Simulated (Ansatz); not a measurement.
Reaction (ligand exchange at the Si–C bond): `[SiH3]C[SiH2]Cl` + `OCS` → `OCS[SiH3]` + `C[SiH2]Cl`

Isolated molecules relaxed with PBE0-D4/def2-TZVP in Ansatz; ΔE leaves out vibrations. CCSD(T)/CBS adds triple-zeta CCSD(T) − MP2 to the extrapolated MP2 energy (def2 sets, frozen cores). DFT in def2-TZVPP. One conformer a species, not always the lowest.

(1) Is it downhill or uphill in electronic energy at CCSD(T)/CBS, and by how much? (Estimate.)

(2) What do these levels give: LDA (SPW92), PBE-D4, r2SCAN-D4, B97M-V, BHLYP-D4, BHLYP, CAM-B3LYP, RPA@PBE/def2-TZVPP, CCSD(T)/def2-SVP, CCSD(T)/def2-TZVPP, HF/def2-QZVPP, MP2/CBS(def2)? (An estimate is asked.)

Largest T1 diagnostic among the species: 0.012.

## Answers

(1) Ansatz gave: Downhill: ΔE = -58.6 kJ/mol.

(2) Computed: LDA (SPW92) -61.4, PBE-D4 -64.4, r2SCAN-D4 -64.9, B97M-V -64.6, BHLYP-D4 -59.0, BHLYP -59.1, CAM-B3LYP -57.5, RPA@PBE/def2-TZVPP -51.9, CCSD(T)/def2-SVP -53.5, CCSD(T)/def2-TZVPP -55.8, HF/def2-QZVPP -56.7, MP2/CBS(def2) -61.5 kJ/mol.

At CCSD(T), def2-SVP lies +5.1 kJ/mol from the extrapolated value and def2-TZVPP +2.8 kJ/mol. From BLYP to BHLYP (50 % exact exchange), in def2-TZVPP and without D4, ΔE moves by +3.6 kJ/mol. Leaving LDA and LC-ωPBE aside and taking each functional with its dispersion term where it has one, the values, not all of them listed here, spread over 7.6 kJ/mol, from r2SCAN-D4 to CAM-B3LYP-D4. LDA lies +3.0 kJ/mol from PBE without D4.
